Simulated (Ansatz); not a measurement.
Born–Oppenheimer molecular dynamics of AlH6NO2 (10 atoms, charge 0, multiplicity 1). It starts at the highest image of a converged band. Of that band: Neighbouring images differ by up to 2.0 eV, so the band resolves the path poorly. A vibrational analysis at the climbing image gives 2 clearly imaginary modes (1827i, 105i cm⁻¹): a point of higher order, so a lower path passes nearby.

All numbers below come from Ansatz 0.2.0, RHF/6-31G*.

```yaml
ensemble: NVE (velocity Verlet)
time_step: 0.5 fs
steps_asked: 200
starting_velocities_drawn_for: 100 K
seed: 10676
```

First frame:

```xyz
10
Properties=species:S:1:pos:R:3
Al 0.006 0.342 0.016
H -0.130 -0.043 1.809
O 1.511 -0.207 -0.548
H 1.696 -1.026 -0.977
O -1.494 0.031 -0.715
H -1.737 -0.708 -1.247
N 0.094 2.019 0.862
H 0.959 2.525 0.916
H -0.676 2.660 0.822
H -0.044 0.955 1.738
```

Question: How far do the bonds stretch over the last three quarters of this one trajectory? (Pairs bonded in most of those frames.)

Answer: 
```tsv
bond	mean (Å)	spread (Å)	shortest	longest
Al1–O3	1.697	0.037	1.63	1.76
Al1–O5	1.696	0.032	1.63	1.76
Al1–N7	1.764	0.038	1.69	1.83
H2–H10	0.733	0.025	0.70	0.77
O3–H4	0.944	0.006	0.93	0.95
O5–H6	0.943	0.005	0.93	0.95
N7–H8	1.000	0.012	0.98	1.02
N7–H9	1.001	0.011	0.98	1.02
```

Mean temperature of the second half: 1184 K. The conserved energy stayed within 0.092 meV per atom of its start (net change 0.062 meV per atom), so the integration is sound. The kinetic energy rose, since the run started high on the potential surface and went downhill. It ends in pieces (AlH4NO2 + H2), so much of that is their flight and rotation, not heat. A run of 0.1 ps of so small a system gives no equilibrium averages. The orbitals stay closed-shell, which can raise the energy where a bond breaks towards radicals; this wasn't checked here.

The run took 3.8 min on 1 thread of Arm Neoverse V1, on a shared host, peak memory 0.15 GiB.
